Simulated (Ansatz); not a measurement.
C9H10O3SiW, SMILES `[CH3][W-3]1234([C]#[O+])([C]#[O+])([C]#[O+])[C@@H]5[C@H]1[C@H]2[C@@]3([SiH3])[C@@H]54` at its PBE0-D4/def2-TZVP geometry, where that method's forces vanish. Total charge 0; spin multiplicity 1. W: def2 effective core potential.

```xyz
24

C     1.3031    1.6617    0.7984
W     0.1737   -0.3384    0.7639
C     0.3973    0.1577    2.6744
O     0.4856    0.4776    3.7709
C     2.0225   -0.7136    0.1448
O     3.0776   -0.9116   -0.2559
C     0.5556   -2.1019    1.6051
O     0.7744   -3.1186    2.0886
C    -2.0565   -0.9394    0.4038
C    -2.0519    0.4728    0.5412
C    -1.3014    1.0042   -0.5295
C    -0.8223   -0.0586   -1.3518
Si    0.2122    0.0891   -2.8919
C    -1.3065   -1.2669   -0.7592
H     2.2354    1.6406    1.3596
H     0.6590    2.4240    1.2397
H     1.5323    1.9435   -0.2309
H    -2.5640   -1.6368    1.0527
H    -2.5395    1.0398    1.3198
H    -1.0959    2.0531   -0.6847
H     1.1740    1.2088   -2.7349
H     0.9323   -1.1903   -3.1055
H    -0.6502    0.3651   -4.0719
H    -1.1468   -2.2621   -1.1467
```

What forces (eV/Å) does PBE-D4/def2-TZVPP give on these atoms in the Gaussian-basis code of Ansatz? (An estimate is asked.)

Computed: 
```
C1   0.006  0.025 -0.003
W2   0.040 -0.033  0.047
C3  -0.128 -0.492 -1.561
O4   0.124  0.496  1.695
C5  -1.502  0.246  0.577
O6   1.620 -0.306 -0.626
C7  -0.278  1.405 -0.655
O8   0.321 -1.536  0.725
C9  -0.209 -0.169  0.176
C10 -0.212  0.154  0.202
C11  0.011  0.297 -0.085
C12  0.156  0.037 -0.357
Si13 0.003 -0.004 -0.003
C14  0.011 -0.278 -0.160
H15  0.169 -0.011  0.105
H16 -0.135  0.132  0.090
H17  0.039  0.035 -0.205
H18 -0.105 -0.150  0.139
H19 -0.104  0.120  0.166
H20  0.040  0.221 -0.038
H21  0.102  0.115  0.008
H22  0.077 -0.128 -0.029
H23 -0.084  0.031 -0.128
H24  0.038 -0.209 -0.082
```
